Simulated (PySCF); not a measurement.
Vertical excitations of a molecule C4H10O from TDDFT-M06-2X/def2-SVPD in PySCF, as energy in eV (oscillator strength): 7.27 (0.018), 8.58 (0.032), 8.70 (0.067), 9.11 (0.000), 9.21 (0.002), 9.40 (0.001), 9.47 (0.042), 9.56 (0.001), 9.73 (0.052), 9.82 (0.002). Lowest triplet (TDA): 7.08 eV. The structure is a stationary point at B3LYP-D3(BJ)/def2-SVP. One conformer was computed; it need not be the lowest.

Which structure fits?
A) CC(C)(C)O
B) CCOCC
C) CCCOC
D) CC[C@H](C)O

A, CC(C)(C)O
